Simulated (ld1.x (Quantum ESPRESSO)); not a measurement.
# Which change was made? (C, TM)

ld1.x (Quantum ESPRESSO) 7.5 input, shortened:

```
&input
   title='C', zed=6., rel=0, dft='PBE', iswitch=3,
   config='[He] 2s2 2p2 3d-2'
 /
 &inputp
   pseudotype=2, tm=.true., lloc=1,
   nlcc=.true., new_core_ps=.true., rcore=1.05
 /
3
2S  1  0   2.00   0.00  1.10  1.10  0.0
3D  3  2  -2.00   0.40  3.35  3.35  0.0
2P  2  1   2.00   0.00  3.20  3.20  0.0
 &test
   configts(1)='2s2 2p2'
 /
```

Cutoffs, loose and tight: the cutoffs (Ry, on a coarse ladder) from which the occupation-weighted sum of valence levels, in a spherical-Bessel basis at the reference potential, stays within 10 and 1 mRy of its value at 400 Ry. They do not see the model core or the augmentation charge, which bear on the density cutoff. Test errors are all-electron minus pseudo excitation energies from the reference, over the configurations 2s2 2p1; 2s2 2p0; 2s1 2p0; 2s2 2p1.5; 2s1 2p3; 2s2 2p2.3; 2s1 2p2; variants that change the core or the reference have their own tests.

The base gives: outcome: generated; cutoff, loose: 35 Ry; cutoff, tight: 90 Ry; bound ghosts: none; largest test error (meV): +2578.

(1) After one change the result is: outcome: generated; bound ghosts: not determined; largest test error (meV): +1842. Which change was it?
A. local potential all-electron potential smoothed inside 2.15 bohr (lloc = -1)
B. all radii but the core radius scaled by about 1.08 (s 1.18, p 3.46, d 3.62 bohr)
C. type ultrasoft; waves now 2s (bound): rcut 0.95, rcutus 1.10 bohr; 2s channel at -0.55 Ry: rcut 0.95, rcutus 1.10 bohr; 2p (bound): rcut 2.80, rcutus 3.20 bohr; 2p channel at 0.35 Ry: rcut 2.80, rcutus 3.20 bohr; 3d channel at 0.4 Ry: rcut 2.90, rcutus 3.35 bohr; 3d channel at 1.85 Ry: rcut 2.90, rcutus 3.35 bohr; local potential all-electron potential smoothed inside 2.95 bohr (lloc = -1); augmentation built from norm-conserving waves at rcut, not smoothed further

## Answers

(1) C. The others give: local potential all-electron potential smoothed inside 2.15 bohr (lloc = -1) → outcome: generated; cutoff, loose: 35 Ry; cutoff, tight: 90 Ry; bound ghosts: s; largest test error (meV): +2329 | all radii but the core radius scaled by about 1.08 (s 1.18, p 3.46, d 3.62 bohr) → outcome: generated; cutoff, loose: 35 Ry; cutoff, tight: 90 Ry; bound ghosts: none; largest test error (meV): +3228.
